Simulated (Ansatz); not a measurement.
One change: `CC[O][SbH][CH3]` becomes `CCOC#N`.

Ansatz, PBE0-D4/def2-TZVP geometries, multiplicity 1. Each molecule was computed in one conformer, which needn't be the lowest.

Elements past krypton have def2 core potentials.  Spin–orbit coupling is left out; it splits and shifts lone-pair levels of the heavy atoms by tenths of an eV.

```
                                          property  `CC[O][SbH][CH3]`
size of the dipole moment (ωB97M-V/def2-TZVPP) / D               1.56
               HOMO energy (B3LYP/def2-TZVPP) / eV              -6.97
                 HOMO energy (PBE/def2-TZVPP) / eV              -5.94
               HOMO–LUMO gap (PBE/def2-TZVPP) / eV               4.49
           HOMO–LUMO gap (ωB97M-V/def2-TZVPP) / eV              10.34
             HOMO energy (ωB97M-V/def2-TZVPP) / eV              -9.27
```

**Question.** What does the change do to each property? (Best estimate.)

**Answer.** Ansatz gave: 
```tsv
property	`CCOC#N`	shift
size of the dipole moment (ωB97M-V/def2-TZVPP) / D	4.77	3.21
HOMO energy (B3LYP/def2-TZVPP) / eV	-8.17	-1.20
HOMO energy (PBE/def2-TZVPP) / eV	-6.97	-1.03
HOMO–LUMO gap (PBE/def2-TZVPP) / eV	6.76	2.27
HOMO–LUMO gap (ωB97M-V/def2-TZVPP) / eV	12.98	2.64
HOMO energy (ωB97M-V/def2-TZVPP) / eV	-10.74	-1.47
```

With PBE0 the HOMO falls by 1.28 eV and the LUMO rises by 1.35 eV, so the gap widens by about 2.63 eV. PBE moves the HOMO by -1.03 eV and ωB97M-V by -1.47 eV. Dipoles are sizes alone; their direction can turn.

B3LYP here is the variant with VWN-RPA as its local correlation; programs differ in this.
